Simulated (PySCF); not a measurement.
Numbering as in the mapped SMILES `[CH3:1][O:2][C:3]1=[C:4]([CH3:5])[P@@H:6](=[O:7])[CH:8]=[C:9]1[SiH3:10]`. Hydrogens are named by the atom that carries them.

[PySCF 2.14: shielding tensors at PBE0/pcSseg-1 (GIAO); geometry from GFN2-xTB; fast rotation and ring inversion assumed for equivalent nuclei; one conformer; non-relativistic Hamiltonian; no solvent model]

Scale: TMS for $^{13}$C (σ = 186.93 ppm) (reference shieldings calculated alike).

Q: Do the $^{13}$C shifts follow the atomic charges (in e)? Tabulate both.

A: 
| atoms | hybridisation | δ (ppm) | σ para (ppm) | Hirshfeld | IAO | Mulliken | ESP-fitted |
| --- | --- | --- | --- | --- | --- | --- | --- |
| C3 | sp2 | 166.6 | -235 | +0.07 | +0.20 | +0.37 | +0.13 |
| C9 | sp2 | 160.8 | -237 | -0.09 | -0.25 | -0.36 | -0.10 |
| C8 | sp2 | 146.9 | -226 | -0.09 | -0.42 | -0.36 | -0.45 |
| C4 | sp2 | 103.6 | -192 | -0.09 | -0.36 | -0.69 | -0.16 |
| C1 | sp3 | 58.3 | -118 | -0.02 | -0.21 | -0.03 | -0.42 |
| C5 | sp3 | 9.7 | -68 | -0.12 | -0.42 | -0.13 | -0.43 |

Correlation coefficients of δ with charge over these carbons: Hirshfeld +0.42, IAO +0.48, Mulliken +0.05, ESP-fitted +0.66; with the paramagnetic shielding -0.99. Among the 4 sp2 carbons alone: Hirshfeld +0.51, IAO +0.59, Mulliken +0.77, ESP-fitted +0.32. With so few points, grouped by hybridisation, these coefficients are fragile. Charge is one influence among several: hybridisation and low-lying excitations act through the paramagnetic term.

Shifts are as computed. Against solution values, carbons near 30 ppm lie about +3 ppm off and those near 130 ppm about +5 ppm. Of 1211 compounds with measured shifts, 218 miss one by over three times the rms of a fit or turn the order of signals round; such compounds aren't used in these exercises.
